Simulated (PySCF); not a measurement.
C4H10Al (SMILES C[CH2][Al+][CH2]C), charge +1, singlet, geometry from GFN2-xTB (such geometries of metal compounds can be far from the true shape), with bond 7-3 at 3.0 times its length; PBE/6-31G (PySCF).

Input for PySCF:
```python
from pyscf import gto, scf, dft

mol = gto.Mole()
mol.atom = '''
    Al   -0.090231    0.013567    0.200253
    C     1.518544   -0.834484    0.986570
    C     1.700641   -2.303655    0.526085
    H     1.444172   -0.801543    2.088628
    H     2.416701   -0.250324    0.717068
    H     1.820727   -2.373430   -0.554883
    H    -0.848285   -4.158555    1.393514
    H     2.592689   -2.719166    0.990879
    C    -1.701969    0.862062   -0.579492
    C    -1.404928    2.259193   -1.182369
    H    -2.476671    0.956783    0.202820
    H    -2.126542    0.206698   -1.361026
    H    -0.674443    2.201083   -1.989088
    H    -1.025488    2.948190   -0.427982
    H    -2.322868    2.678597   -1.589697
'''
mol.basis = '6-31g'
mol.charge = 1
mol.spin = 0
mol.verbose = 4
mol.build()

mf = dft.RKS(mol)
mf.xc = 'pbe'
mf.kernel()
mo_i, mo_e, stable_i, stable_e = mf.stability(internal=True, external=True, return_status=True, nroots=6, tol=1e-6)
print('internally stable:', stable_i, ' externally stable:', stable_e)
if not stable_e:
    umf = mf.to_uhf() if not hasattr(mf, 'xc') else mf.to_uks()
    umf.scf_summary = {}
    umf.kernel(umf.make_rdm1(mo_e, umf.mo_occ))
```

The log (banner, timings and long lists left out):

```
PySCF version 2.14.0

[INPUT] verbose = 4
[INPUT] num. atoms = 15
[INPUT] num. electrons = 46
[INPUT] charge = 1
[INPUT] spin (= nelec alpha-beta = 2S) = 0
[INPUT] symmetry False subgroup None
[INPUT] Mole.unit = angstrom
[INPUT] Symbol           X                Y                Z      unit          X                Y                Z       unit  Magmom
[...]
nuclear repulsion = 192.214471700286
number of shells = 47
number of NR pGTOs = 174
number of NR cGTOs = 69
basis = 6-31g
ecp = {}

******** <class 'pyscf.dft.rks.RKS'> ********
method = RKS
initial guess = minao
damping factor = 0
level_shift factor = 0
DIIS = <class 'pyscf.scf.diis.CDIIS'>
diis_start_cycle = 1
diis_space = 8
diis_damp = 0
SCF conv_tol = 1e-09
SCF conv_tol_grad = None
SCF max_cycles = 50
direct_scf = True
direct_scf_tol = 1e-13
XC library pyscf.dft.libxc version 7.1.2
    S. Lehtola, C. Steigemann, M. J. T. Oliveira, and M. A. L. Marques,  SoftwareX 7, 1–5 (2018)
XC functionals = pbe
    J. P. Perdew, K. Burke, and M. Ernzerhof,  Phys. Rev. Lett. 77, 3865 (1996)
    J. P. Perdew, K. Burke, and M. Ernzerhof,  Phys. Rev. Lett. 78, 1396 (1997)
    J. P. Perdew, K. Burke, and M. Ernzerhof,  Phys. Rev. Lett. 77, 3865 (1996)
    J. P. Perdew, K. Burke, and M. Ernzerhof,  Phys. Rev. Lett. 78, 1396 (1997)
radial grids:
    Treutler-Ahlrichs [JCP 102, 346 (1995); DOI:10.1063/1.469408] (M4) radial grids

becke partition: Becke, JCP 88, 2547 (1988); DOI:10.1063/1.454033
pruning grids: <function nwchem_prune>
grids dens level: 3
symmetrized grids: False
atomic radii adjust function: <function treutler_atomic_radii_adjust>
small_rho_cutoff = 0
Set gradient conv threshold to 3.16228e-05
Initial guess from minao.
tot grids = 173736
init E= -400.132529338803
cycle= 1 E= -399.695530314764  delta_E= 0.437  |g|= 0.807  |ddm|= 3.27
cycle= 2 E= -398.37777967782  delta_E= 1.32  |g|= 1.88  |ddm|= 2.88
cycle= 3 E= -399.785052553102  delta_E= -1.41  |g|= 0.499  |ddm|= 1.97
cycle= 4 E= -399.606479704485  delta_E= 0.179  |g|= 0.62  |ddm|= 1.78
cycle= 5 E= -399.715715116378  delta_E= -0.109  |g|= 0.464  |ddm|= 0.345
cycle= 6 E= -399.755383338204  delta_E= -0.0397  |g|= 0.527  |ddm|= 1.62
cycle= 7 E= -399.824157403471  delta_E= -0.0688  |g|= 0.444  |ddm|= 0.22
cycle= 8 E= -399.637182635772  delta_E= 0.187  |g|= 0.553  |ddm|= 0.549
cycle= 9 E= -399.636812529393  delta_E= 0.00037  |g|= 0.552  |ddm|= 0.0265
cycle= 10 E= -399.634574199421  delta_E= 0.00224  |g|= 0.553  |ddm|= 0.0113
[...]
SCF not converged.
<class 'pyscf.dft.rks.RKS'> wavefunction has an internal instability
<class 'pyscf.dft.rks.RKS'> wavefunction has an real -> complex instability
<class 'pyscf.dft.rks.RKS'> wavefunction has an RHF/RKS -> UHF/UKS instability
internally stable: False  externally stable: False
[...]
    J. P. Perdew, K. Burke, and M. Ernzerhof,  Phys. Rev. Lett. 78, 1396 (1997)
radial grids:
    Treutler-Ahlrichs [JCP 102, 346 (1995); DOI:10.1063/1.469408] (M4) radial grids

becke partition: Becke, JCP 88, 2547 (1988); DOI:10.1063/1.454033
pruning grids: <function nwchem_prune>
grids dens level: 3
symmetrized grids: False
atomic radii adjust function: <function treutler_atomic_radii_adjust>
small_rho_cutoff = 0
Set gradient conv threshold to 3.16228e-05
init E= -399.890897365999
cycle= 1 E= -399.468032219677  delta_E= 0.423  |g|= 0.602  |ddm|= 1.22
cycle= 2 E= -394.210752886576  delta_E= 5.26  |g|= 1.91  |ddm|= 2.92
cycle= 3 E= -399.500072082716  delta_E= -5.29  |g|= 0.568  |ddm|= 2.52
cycle= 4 E= -399.662721915239  delta_E= -0.163  |g|= 0.389  |ddm|= 1.42
cycle= 5 E= -399.747376137152  delta_E= -0.0847  |g|= 0.378  |ddm|= 1.23
cycle= 6 E= -399.861700822005  delta_E= -0.114  |g|= 0.305  |ddm|= 0.273
cycle= 7 E= -399.699579004546  delta_E= 0.162  |g|= 0.394  |ddm|= 0.35
cycle= 8 E= -399.686704151628  delta_E= 0.0129  |g|= 0.396  |ddm|= 0.0321
cycle= 9 E= -399.864473566372  delta_E= -0.178  |g|=  0.3  |ddm|= 0.365
cycle= 10 E= -399.724665132628  delta_E= 0.14  |g|= 0.375  |ddm|= 0.308
cycle= 11 E= -399.734074304305  delta_E= -0.00941  |g|= 0.368  |ddm|= 0.0304
cycle= 12 E= -399.956515523457  delta_E= -0.222  |g|= 0.135  |ddm|= 0.534
cycle= 13 E= -399.978028833827  delta_E= -0.0215  |g|= 0.128  |ddm|= 0.505
cycle= 14 E= -399.999033743722  delta_E= -0.021  |g|= 0.0505  |ddm|= 0.192
cycle= 15 E= -400.002525131464  delta_E= -0.00349  |g|= 0.0313  |ddm|= 0.0985
cycle= 16 E= -400.003492489712  delta_E= -0.000967  |g|= 0.0175  |ddm|= 0.0489
cycle= 17 E= -400.003736727092  delta_E= -0.000244  |g|= 0.00765  |ddm|= 0.0249
cycle= 18 E= -400.003756057558  delta_E= -1.93e-05  |g|= 0.00645  |ddm|= 0.0147
cycle= 19 E= -400.003782829136  delta_E= -2.68e-05  |g|= 0.00117  |ddm|= 0.00778
cycle= 20 E= -400.003783716273  delta_E= -8.87e-07  |g|= 0.000561  |ddm|= 0.00178
cycle= 21 E= -400.003783935363  delta_E= -2.19e-07  |g|= 0.000167  |ddm|= 0.00087
cycle= 22 E= -400.003783954107  delta_E= -1.87e-08  |g|= 5.15e-05  |ddm|= 0.000266
cycle= 23 E= -400.003783956003  delta_E= -1.9e-09  |g|= 7.32e-06  |ddm|= 7.67e-05
cycle= 24 E= -400.003783956042  delta_E= -3.92e-11  |g|= 2.77e-06  |ddm|= 1.86e-05
Extra cycle  E= -400.003783956036  delta_E= 6.25e-12  |g|= 5.3e-06  |ddm|= 1.25e-05
converged SCF energy = -400.003783956036  <S^2> = 0.96768561  2S+1 = 2.2069759
```

Convergence was not reached.
